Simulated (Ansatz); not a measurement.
```yaml
crystal:
  periodic: [false, false, false]
  atoms:
    - {symbol: C, position_ang: [-2.021082, -1.965744, 0.535764]}
    - {symbol: N, position_ang: [-1.304831, -0.726226, 0.716503]}
    - {symbol: C, position_ang: [-1.268000, -0.287119, 2.086603]}
    - {symbol: Si, position_ang: [-0.292068, -0.111460, -0.520626]}
    - {symbol: O, position_ang: [-1.008568, -0.400569, -1.982683]}
    - {symbol: N, position_ang: [-0.076303, 1.555688, -0.172434]}
    - {symbol: C, position_ang: [1.166127, 2.251843, -0.383209]}
    - {symbol: C, position_ang: [-1.186816, 2.434578, 0.091445]}
    - {symbol: N, position_ang: [1.203877, -0.924855, -0.657804]}
    - {symbol: C, position_ang: [1.935314, -1.338101, 0.510616]}
    - {symbol: C, position_ang: [1.951183, -1.046515, -1.882889]}
    - {symbol: H, position_ang: [-2.037548, -2.244983, -0.518302]}
    - {symbol: H, position_ang: [-1.563921, -2.791286, 1.101271]}
    - {symbol: H, position_ang: [-3.060741, -1.871436, 0.877563]}
    - {symbol: H, position_ang: [-2.279618, -0.087883, 2.467261]}
    - {symbol: H, position_ang: [-0.818620, -1.042603, 2.749628]}
    - {symbol: H, position_ang: [-0.684471, 0.629697, 2.177553]}
    - {symbol: H, position_ang: [-1.672172, 0.235591, -2.250930]}
    - {symbol: H, position_ang: [1.121851, 2.930845, -1.247899]}
    - {symbol: H, position_ang: [1.974168, 1.540168, -0.555501]}
    - {symbol: H, position_ang: [1.431070, 2.859138, 0.493525]}
    - {symbol: H, position_ang: [-2.098639, 1.857598, 0.260646]}
    - {symbol: H, position_ang: [-1.009440, 3.045364, 0.987909]}
    - {symbol: H, position_ang: [-1.371891, 3.130821, -0.740855]}
    - {symbol: H, position_ang: [2.278931, -2.376866, 0.412870]}
    - {symbol: H, position_ang: [2.825590, -0.715533, 0.690317]}
    - {symbol: H, position_ang: [1.304222, -1.280814, 1.399665]}
    - {symbol: H, position_ang: [1.332505, -0.760283, -2.732972]}
    - {symbol: H, position_ang: [2.854860, -0.416663, -1.883500]}
    - {symbol: H, position_ang: [2.279332, -2.083192, -2.038233]}
basis:
  gaussian: {orbitals: "6-31++G**"}
magnetization: {spin_polarized: true, initial_magnetization: 0}
hamiltonian: {xc: {name: LC-wPBE}}
```

```sh
$ ansatz run in.yaml --threads 11 --pin off --events-out ev --progress --plain --max-ram 120832MiB --backend cuda --devices 0, --max-vram 75GiB
```

Output, abridged:

```
Functional definition: LC-wPBE
3337 factors; their error is unknown
1212 factors; integrals over basis functions are off by at most 1.2e-5 eV
mean field evaluation 1: about -20904.4754 eV, gradient 6.1e1 eV
mean field evaluation 2: about -20909.9980 eV, gradient 5.1e1 eV
mean field evaluation 4: about -20920.1450 eV, gradient 2.2e0 eV
mean field evaluation 8: about -20920.1731 eV, gradient 1.8e-1 eV
mean field evaluation 16: about -20919.9983 eV, gradient 3.6e-4 eV
mean field -20919.99829900 eV, -768.7957574043 hartree, gradient 3.5e-5 eV, S^2 0.000000; 0 other end points of the search recorded, 0 dependent functions left out
reference -20919.99829903 eV, -768.7957574050 hartree; 49, 49 occupied and 278, 278 virtual orbitals, 3337 factors
Total energy: -20919.99829903 eV, -768.7957574050 hartree
```

Run time 2.2 s (11 threads of an AMD EPYC 7R13 on a shared host and a whole NVIDIA H100 80 GB); peak host memory 1.1 GiB.
